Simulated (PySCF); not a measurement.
SbF₃, SMILES [F][Sb]([F])[F]. Atoms are numbered in the order given.

```xyz
4

Sb     0.0000     0.0000     0.3476
F     -1.4407    -0.8318    -0.6566
F      0.0000     1.6636    -0.6566
F      1.4407    -0.8318    -0.6566
```
Charge 0, spin multiplicity 1.

Geometry optimised at PBE-D3(BJ)/def2-SVP. The isomer is the one that the SMILES or the coordinates give; other isomers of the formula were not compared. The def2 effective core potentials stand for the cores of Sb; spin–orbit coupling is left out.

Level of theory: IEF-PCM-ωB97X/def2-SVP (PySCF 2.14.0).

The values are the electrostatic part of the solvation free energy, E(continuum) − E(gas) at the gas-phase geometry, in a cavity of scaled van der Waals radii (PySCF's table); cavitation and dispersion terms are not included. A continuum can't describe solvent molecules that bind to the metal. In vacuum the orbital gap is 12.33 eV. The dipole moment in vacuum is 4.12 D.

```csv
solvent,ε,ΔG(elec) (kcal/mol),dipole (D),gap (eV)
water,78.36,-9.5,4.99,12.54
2-propanol,19.26,-8.9,4.93,12.53
toluene,2.37,-4.4,4.52,12.43
```
